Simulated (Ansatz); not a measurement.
Compare A (`S[SiH2]C[SeH]`) with its isomer B (`C[Se][SiH2]S`).

Program: Ansatz. Geometries: PBE0-D4/def2-TZVP. ΔE: electronic, gas phase. CCSD(T)/CBS is the MP2 limit (def2-TZVPP, def2-QZVPP) plus CCSD(T) − MP2 in def2-TZVPP, frozen cores. DFT in def2-TZVPP. B3LYP here is the variant with VWN-RPA as its local correlation; programs differ in this. For Se outer-core shells are correlated without core-valence functions, which leaves a few kJ/mol of doubt a bond. Scalar relativity is left out up to krypton. Each species was taken in one conformer, which may not be the lowest.

A:

Z-matrix (Å, degrees):
```
Si
C 1 1.873
S 1 2.139 2 111.9
H 1 1.486 2 109.0 3 -122.7
H 1 1.481 2 110.0 3 116.2
Se 2 1.961 1 108.0 3 170.2
H 2 1.090 1 112.2 3 49.0
H 2 1.090 1 109.0 3 -71.8
H 3 1.344 1 94.7 2 -68.7
H 6 1.469 2 95.8 1 151.7
```

B:

```xyz
10

C    -1.091    1.041    0.968
Se    0.125   -0.390    1.521
Si    0.516   -1.231   -0.541
S     1.290    0.212   -1.915
H    -0.625    1.635    0.184
H    -1.261    1.658    1.849
H    -2.033    0.620    0.624
H    -0.728   -1.690   -1.209
H     1.447   -2.365   -0.323
H     2.360    0.512   -1.158
```

(1) Which isomer does CCSD(T)/CBS put lower? Give the gap. (Best estimate.)

(2) Give E(B) − E(A) in kcal/mol with B3LYP, HF/def2-TZVPP, B2PLYP, MP2/def2-TZVPP, CCSD/def2-TZVPP, r2SCAN-D4, ωB97M-V. (An estimate is asked.)

Largest T1 diagnostic: 0.010.

Answers

(1) Ansatz gave: B, by 17.0 kcal/mol.

(2) Computed: B3LYP -16.8, HF/def2-TZVPP -16.7, B2PLYP -16.9, MP2/def2-TZVPP -17.1, CCSD/def2-TZVPP -15.8, r2SCAN-D4 -17.7, ωB97M-V -16.5. None reverses the order clearly.
